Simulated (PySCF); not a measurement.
Frontier orbitals and the lowest excitations

Compound: C₅H₁₀GeO.
SMILES with atom numbers: `[GeH3:1][O:2][C@H:3]1[CH2:4][C:5]12[CH2:6][CH2:7]2` (hydrogens: H8, H9, H10 on Ge1; H11 on C3; H12, H13 on C4; H14, H15 on C6; H16, H17 on C7)

Cartesian coordinates in Å at the PBE0-D3(BJ)/def2-SVP level; atoms count from 1:
```xyz
17
C5H10GeO angstrom
Ge     2.1835    0.1433   -0.1585
O      1.0919    1.4025   -0.7987
C     -0.1448    1.1628   -1.3653
C     -0.6882   -0.2283   -1.6463
C     -1.2661    0.6212   -0.5745
C     -1.5537    0.4872    0.8675
C     -2.5877    1.0591   -0.0824
H      1.4665   -0.7059    0.9100
H      2.6698   -0.7581   -1.3108
H      3.3322    0.9564    0.4479
H     -0.3866    1.9297   -2.1121
H     -1.2519   -0.3834   -2.5722
H     -0.0885   -1.0944   -1.3425
H     -1.7298   -0.5119    1.2783
H     -1.0489    1.1782    1.5504
H     -2.7944    2.1327   -0.0314
H     -3.4578    0.4382   -0.3178
```

Method: PySCF, TDDFT CAM-B3LYP/def2-SVPD, vertical, gas phase, core orbitals frozen in the response. The CAM-B3LYP/def2-SVPD calculation is non-relativistic and has no spin–orbit coupling, an omission that weighs most on germanium.

Frontier orbitals with the atoms that hold most of them (Löwdin shares over 4%, at most four atoms; ? is withheld):

```json
{"orbital": "HOMO-3", "ε (eV)": "-10.43", "atoms": "O2 21%, C7 16%, C6 16%, Ge1 13%"}
{"orbital": "HOMO-2", "ε (eV)": "-9.75", "atoms": "C5 31%, C6 23%, C7 16%, C4 7%"}
{"orbital": "HOMO-1", "ε (eV)": "-9.13", "atoms": "?"}
{"orbital": "HOMO", "ε (eV)": "?", "atoms": "O2 34%, C3 18%, C5 14%, C4 10%"}
{"orbital": "LUMO", "ε (eV)": "0.88", "atoms": "?"}
{"orbital": "LUMO+1", "ε (eV)": "1.19", "atoms": "Ge1 40%, O2 10%, H9 9%, H10 9%"}
{"orbital": "LUMO+2", "ε (eV)": "1.74", "atoms": "C7 24%, H17 13%, H16 10%, H12 9%"}
```

Question: Which atoms hold the HOMO-1, and with what shares?

Answer: C4 (bonded to 2 C and 2 H) 22%; O2 (bonded to C and Ge) 20%; C5 (bonded to 4 C) 15%; C3 (bonded to 2 C, O and H) 10%. By element: carbon 48% or more, oxygen 20%.

Question: Give the leading atoms of the LUMO.

Answer: Ge1 (bonded to O and 3 H) 47%; H8 (bonded to Ge) 13%; H9 (bonded to Ge) 12%; H10 (bonded to Ge) 11%. By element: germanium 47%, hydrogen 36% or more.

Question: What is the HOMO energy, and the HOMO–LUMO gap?

Answer: ε(HOMO) = -8.34 eV; the gap is 9.21 eV (0.3386 hartree).

Question: How does S1 compare with the orbital gap of 9.21 eV?

Answer: S1 is at 6.30 eV (f = 0.010), 2.91 eV below the gap, made of HOMO→LUMO+1 (46%), HOMO→LUMO (43%). Its leading pair isn't HOMO and LUMO; the energies of that pair differ by 9.52 eV. 

Next come S2 at 6.79 eV (f 0.018), HOMO→LUMO (48%), HOMO→LUMO+1 (48%); S3 at 7.24 eV (f 0.011), HOMO→LUMO+2 (50%), HOMO→LUMO+4 (28%); S4 at 7.31 eV (f 0.014), HOMO-1→LUMO+1 (36%), HOMO-1→LUMO (33%); S5 at 7.41 eV (f 0.0026), HOMO→LUMO+3 (73%).

Löwdin shares depend on the basis, the more so with diffuse functions.

On an Arm Neoverse V2 with one thread, on a shared host, this took 4.5 min of wall time (grids of density and orbitals included) and 1.5 GiB of memory at its peak.

One conformer stands for the species.

Without π bonds the low states are Rydberg-like; a valence basis with one diffuse set may place them up to an eV too high.
